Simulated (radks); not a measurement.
Ionisation ladder of indium, from In XLV to In XLIX. Each ion is in the ground configuration listed by NIST, and IE = E(next ion) - E(this ion), with E = 0 for the bare nucleus. All-electron calculation, scalar-relativistic Kohn-Sham, PBE, spin-unpolarised, spherical densities, point nucleus. Program: a radial shooting solver on a logarithmic mesh with Libxc functionals.

species    configuration  E (hartree)  IE, Delta-SCF (eV)  -e(HOMO) (eV)  HOMO  <r> HOMO (bohr)  IE, NIST (eV)       kind  error (eV)
In XLV      [He] 2s2 2p1  -3296.18655              7281.0         7172.8    2p            0.105           7442  semi-emp.      -161.0
In XLVI         [He] 2s2  -3028.61392              7775.6         7684.9    2s            0.121           7754  semi-emp.       +21.6
In XLVII        [He] 2s1  -2742.86451              7954.2         7867.0    2s            0.120         7953.1     theory        +1.0
In XLVIII           [He]  -2450.55395               32978          32590    1s           0.0295        32837.6     theory      +140.6
In XLIX              1s1  -1238.62818               33705          33361    1s           0.0293        33750.4     theory       -45.6

Reference values: NIST Atomic Spectra Database (exp. = measured, semi-emp. = semi-empirical, theory = theoretical value adopted there). The ionisation energy per charge of the ion left behind rises most, in proportion, at In XLVIII ([He]), from 169.24 to 687.05 eV. Spin polarisation and multiplet splitting are left out, so open shells lie too high by an amount that depends on their filling. Spin-orbit splitting is averaged out at the scalar-relativistic level. Nuclear size, the Breit interaction and QED, all absent here, shift the 1s and 2s values of heavy ions.

Beside tabulated values, note that spin-unpolarised runs miss the spin-polarisation part of the exchange energy of open shells.
